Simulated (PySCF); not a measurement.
Calculation: M06-2X/def2-TZVP // B3LYP-D3(BJ)/def2-TZVP (PySCF). Gas-phase values, no solvent. Delta-SCF ions had no search for a lower state. Excitations are Tamm–Dancoff values on a coarser integration grid. The basis has no diffuse functions, so Rydberg states are missing or too high.

Reference species (SMILES): `C(#C)CC#N` (neutral, multiplicity 1).

| Property | Value |
|---|---|
| T1 excitation (TDA) | 5.77 eV |
| HOMO | -9.83 eV |
| vertical ionisation energy (Delta-SCF) | 11.15 eV |

Changed species: `C(#CC#C)N`.

Problem. What does the change do to the T1 excitation (TDA), HOMO and vertical ionisation energy (Delta-SCF)?

Solution. the T1 excitation (TDA) drops by 1.89 eV, to 3.88 eV; the HOMO goes up by 2.42 eV, to -7.41 eV; the vertical ionisation energy (Delta-SCF) falls by 2.55 eV, to 8.60 eV.
